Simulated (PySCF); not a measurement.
Spectrum to structure. Computed with PySCF 2.14.0, density-fitted response routines, TDDFT CAM-B3LYP/def2-SVPD, vertical, gas phase, core orbitals frozen in the response. Geometries: GFN2-xTB, one conformer each.

```json
{"state": "S1", "E (eV)": "3.26", "f": "0.0042"}
{"state": "S2", "E (eV)": "4.27", "f": "0.0026"}
{"state": "S3", "E (eV)": "4.29", "f": "0.040"}
{"state": "S4", "E (eV)": "5.30", "f": "0.365"}
{"state": "S5", "E (eV)": "5.55", "f": "0.0003"}
{"state": "S6", "E (eV)": "5.62", "f": "0.0000"}
{"state": "S7", "E (eV)": "6.06", "f": "0.0000"}
{"state": "S8", "E (eV)": "6.40", "f": "0.022"}
```

Triplets computed (Tamm–Dancoff): 2.59, 3.31, 3.92 eV.

Orbital energies (eV): HOMO-3 -10.65, HOMO-2 -10.48, HOMO-1 -8.27, HOMO -8.02, LUMO -0.87, LUMO+1 0.01, LUMO+2 1.04.

Question: Which structure fits? All have the formula C5H7N3S.
A. `C=Cn1ncc(SC)n1`
B. `CSc1cnc(C)nn1`
C. `CSC1=NN=NC(C)=C1`

Answer: B. Its S1, at 3.26 eV, is the lowest among the candidates; the nearest of the others has S1 at 3.55 eV. S1 is HOMO-1→LUMO (99%). Löwdin shares by element: HOMO sulfur 50%, carbon 16% or more, nitrogen 8% or more (atoms not listed hold the other 26%); LUMO nitrogen 60%, carbon 20% or more (atoms not listed hold the other 19%). At the same level the other candidates give, for their lowest levels:
- `C=Cn1ncc(SC)n1`: 4.81 eV (f 0.387); 5.36 eV (f 0.000); 6.06 eV (f 0.000); 6.12 eV (f 0.063); 6.13 eV (f 0.007); T1 3.37 eV; HOMO -7.50, LUMO -0.12 eV
- `CSc1cc(C)nnn1`: 3.55 eV (f 0.005); 4.24 eV (f 0.000); 4.46 eV (f 0.000); 4.80 eV (f 0.021); 5.03 eV (f 0.005); T1 2.62 eV; HOMO -8.32, LUMO -0.65 eV

Shape of the structure used: `[CH3:1][S:2][c:3]1[cH:4][n:5][c:6]([CH3:7])[n:8][n:9]1`: C1–S2–C3–C4 180°.
